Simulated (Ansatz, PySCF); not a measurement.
This PySCF input computes a CAM-B3LYP/def2-TZVPD energy:

```python
from pyscf import gto, scf, dft

mol = gto.M(
    atom='''
    Te   -0.01364257    0.01570217   -1.36551830
    Te   -0.02506281    0.00587325    1.36543410
    H     1.58370894    0.46887769   -1.51907689
    H     0.42897095   -1.59079914    1.52345558
    ''',
    basis='def2-tzvpd',
    ecp='def2-tzvp',
    charge=0,
    spin=0,
    verbose=4,
)

mf = dft.RKS(mol, xc='camb3lyp').density_fit(auxbasis='def2-universal-jkfit')
mf.grids.level = 3
mf.conv_tol = 1e-9
mf.max_cycle = 100
mf.max_memory = 1500
mf.kernel()
if not mf.converged:
    mf = mf.newton()
    mf.kernel(mf.make_rdm1())
mf.analyze()
```

Write an input for the same energy in Ansatz (a quantum-chemistry and plane-wave program) and say what it gives.


Ansatz 0.2 input:
```yaml
crystal:
  periodic: [false, false, false]
  atoms:
    - {symbol: Te, position_ang: [-0.01364257, 0.01570217, -1.36551830]}
    - {symbol: Te, position_ang: [-0.02506281, 0.00587325, 1.36543410]}
    - {symbol: H, position_ang: [1.58370894, 0.46887769, -1.51907689]}
    - {symbol: H, position_ang: [0.42897095, -1.59079914, 1.52345558]}
basis:
  gaussian:
    orbitals: def2-TZVPD
hamiltonian:
  xc: {name: CAM-B3LYP}
output: {forces: true}
```
It gives -537.25549 Eh, and PySCF -537.25555 Eh, a difference of 0.06 mEh, from the treatment of integrals and grids.
